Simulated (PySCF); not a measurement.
B(Vi)2(OMe), C5H9BO, SMILES O(C)B(C=C)C=C, GFN2-xTB optimised geometry.

```
16

B     -0.28     0.57     0.00
C     -0.97    -0.83     0.01
C     -0.32    -1.99    -0.03
H     -2.05    -0.87     0.07
H     -0.82    -2.95    -0.02
H      0.76    -2.01    -0.08
C     -1.14     1.89     0.00
C     -2.33     2.02    -0.56
H     -0.72     2.78     0.48
H     -2.89     2.95    -0.55
H     -2.81     1.20    -1.07
O      1.07     0.57     0.00
C      1.87     1.72    -0.03
H      1.53     2.44    -0.78
H      1.88     2.21     0.95
H      2.89     1.41    -0.27
```

Density from CAM-B3LYP/def2-TZVP in PySCF 2.14.0 at that geometry.

Minimum of the electron density along straight lines between bonded atoms, close to the bond critical point (lines longer than 1.1 times the sum of covalent radii, or with two minima, are not listed):

```tsv
bond	length / Å	ρ at the minimum / e bohr⁻³	∇²ρ there / e bohr⁻⁵	position (fraction from the first atom)
B1–C2	1.570	0.190	(withheld)	0.33
C2–C3	1.328	0.357	-1.12	0.49
C2–H4	1.085	0.283	-1.00	0.64
C3–H5	1.080	0.288	-1.04	0.65
C3–H6	1.078	0.291	-1.06	0.65
B1–C7	1.576	0.186	-0.27	0.33
C7–C8	1.327	0.357	-1.11	0.49
C7–H9	1.087	0.281	-0.98	0.64
C8–H10	1.080	0.288	-1.04	0.65
C8–H11	1.078	0.290	-1.05	0.65
B1–O12	1.343	(withheld)	1.06	0.33
O12–C13	1.404	(withheld)	-0.55	0.65
C13–H14	1.093	0.285	-1.01	0.65
C13–H15	1.094	0.284	-1.00	0.65
C13–H16	1.092	0.287	-1.03	0.65
```

Q: Some entries are withheld; supply them.

A: 
- B1–C2, ∇²ρ there / e bohr⁻⁵: -0.30
- B1–O12, ρ at the minimum / e bohr⁻³: 0.215
- O12–C13, ρ at the minimum / e bohr⁻³: 0.262
